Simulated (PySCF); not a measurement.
CH₃Cl₂NSi₂, SMILES Cl[Si]1(Cl)C=N[SiH2]1. Heavy atoms are numbered as in [Cl:1][Si:2]1([Cl:3])[CH:4]=[N:5][SiH2:6]1. Hydrogens are named by the atom that carries them.

Geometry: ωB97X-D3(BJ)/def2-SVP. The structure was generated by enumeration, and PubChem lists no compound with its InChIKey, so it may never have been made.

Method: PySCF with B3LYP/pcSseg-1.

GIAO shieldings, no solvent; atoms alike by connectivity are averaged. δ = σ(ref) − σ: ³⁵Cl against HCl (σ = 933.3 ppm); ²⁹Si against TMS (σ = 338.7 ppm); ¹³C against TMS (σ = 181.3 ppm); ¹⁵N against NH3 (σ = 265.5 ppm); ¹H against TMS (σ = 31.68 ppm), references at their B3LYP-D3(BJ)/def2-TZVP geometries, non-relativistic (without spin–orbit terms, shifts of atoms bonded to Cl or Br come out too high).

Computed chemical shifts:
| nucleus | atoms | count | δ (ppm) |
|---|---|---|---|
| ³⁵Cl | Cl1 | 2 | 108.8 |
| ²⁹Si | Si2 | 1 | 30.7 |
| ²⁹Si | Si6 (SiH2) | 1 | 24.4 |
| ¹³C | C4 (CH) | 1 | 224.3 |
| ¹⁵N | N5 | 1 | 534.0 |
| ¹H | H on C4 | 1 | 10.13 |
| ¹H | H on Si6 | 2 | 5.78 |
